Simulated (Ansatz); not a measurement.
CH9BOSi2 can be A, `BOC([SiH3])[SiH3]`, or B, `B[SiH2]OC[SiH3]`.

Isolated molecules relaxed with PBE0-D4/def2-TZVP in Ansatz; ΔE leaves out vibrations. CCSD(T)/CBS adds triple-zeta CCSD(T) − MP2 to the extrapolated MP2 energy (def2 sets, frozen cores). Functionals use def2-TZVPP. B3LYP here is the variant with VWN-RPA as its local correlation; programs differ in this. One conformer a species, not always the lowest.

A:

Z-matrix (Å, degrees):
```
C
O 1 1.436
Si 1 1.893 2 108.7
Si 1 1.893 2 108.7 3 124.2
H 1 1.100 2 109.9 3 -117.9
B 2 1.342 1 122.3 3 117.9
H 3 1.487 1 108.5 2 -177.7
H 3 1.484 1 110.1 2 62.4
H 3 1.486 1 109.4 2 -58.0
H 4 1.487 1 108.6 2 177.9
H 4 1.486 1 109.4 2 58.1
H 4 1.484 1 110.1 2 -62.2
H 6 1.196 2 116.6 1 180.0
H 6 1.203 2 120.1 1 0.0
```

B:

Z-matrix (Å, degrees):
```
Si
O 1 1.654
B 1 2.006 2 115.5
H 1 1.500 2 109.7 3 120.2
H 1 1.487 2 105.4 3 -123.1
C 2 1.419 1 120.7 3 -59.7
H 3 1.197 1 118.7 2 -172.4
H 3 1.196 1 124.3 2 8.9
Si 6 1.889 2 108.8 1 175.2
H 6 1.099 2 110.9 1 -63.9
H 6 1.100 2 111.2 1 54.5
H 9 1.485 6 109.9 2 -60.6
H 9 1.489 6 108.8 2 179.8
H 9 1.485 6 110.0 2 60.1
```

Question: Which isomer does CCSD(T)/CBS put lower? Give the gap. (An estimate is asked.)

Answer: The calculation gave: A, by 19.0 kcal/mol.

Question: Give E(B) − E(A) in kcal/mol with B3LYP, B3LYP-D4, PBE0-D4, CCSD(T)/def2-TZVPP, MP2/def2-TZVPP, HF/def2-TZVPP, CCSD/def2-TZVPP. (Estimate.)

Answer: Ansatz gave: B3LYP 18.4, B3LYP-D4 19.6, PBE0-D4 19.2, CCSD(T)/def2-TZVPP 19.3, MP2/def2-TZVPP 20.4, HF/def2-TZVPP 14.7, CCSD/def2-TZVPP 18.2. None reverses the order clearly.

Largest T1 diagnostic: 0.014.

In def2-TZVPP, CCSD(T) changes the Hartree–Fock value by +4.7 kcal/mol (the triples alone add +1.1 kcal/mol) and MP2 by +5.7 kcal/mol. From PBE to PBE0 (25 % exact exchange), in def2-TZVPP and without D4, E(B) − E(A) moves by −1.1 kcal/mol.
